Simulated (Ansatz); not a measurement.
Basis sets compared for Y3O3⁺. The state is a singlet with charge 1. Geometry r2SCAN-D4/def2-SVP. Ansatz on 4 threads of Arm Neoverse V1 on a shared host; times are rough, and most runs start from earlier orbitals.

```csv
atom,x (Å),y (Å),z (Å)
Y1,0.529,-1.219,0.728
Y2,0.023,1.909,0.693
Y3,-0.598,0.066,-1.940
O4,-0.785,-1.552,-0.792
O5,0.987,0.478,-0.567
O6,-0.156,0.317,1.878
```

In the def2 sets Y takes a core potential; there is no spin–orbit coupling. The restricted singlet is unstable towards broken spin symmetry in Hartree–Fock (as tested in another run); at PBE-D4/def2-SVP, PBE-D4/def2-TZVP, PBE0-D4/def2-SVP, PBE0-D4/def2-TZVP this wasn't settled. No other spin state of charge 1 was run. The structure comes from a short search, and lower isomers may exist.

| level | functions | energy (Eh) | HOMO (eV) | LUMO (eV) | wall time |
| --- | --- | --- | --- | --- | --- |
| PBE-D4/def2-SVP | 135 | -340.4038 | -7.16 | -5.70 | 2.4 s |
| PBE0-D4/def2-SVP | 135 | -340.3295 | -7.65 | -5.14 | 2.8 s |

Estimate the rows for PBE-D4/def2-TZVP (with forces), PBE0-D4/def2-TZVP.


```csv
level,functions,energy (Eh),HOMO (eV),LUMO (eV),wall time
PBE-D4/def2-TZVP (with forces),213,-340.6958,-7.16,-5.71,4.4 s
PBE0-D4/def2-TZVP,213,-340.6218,-7.64,-5.14,4.8 s
```
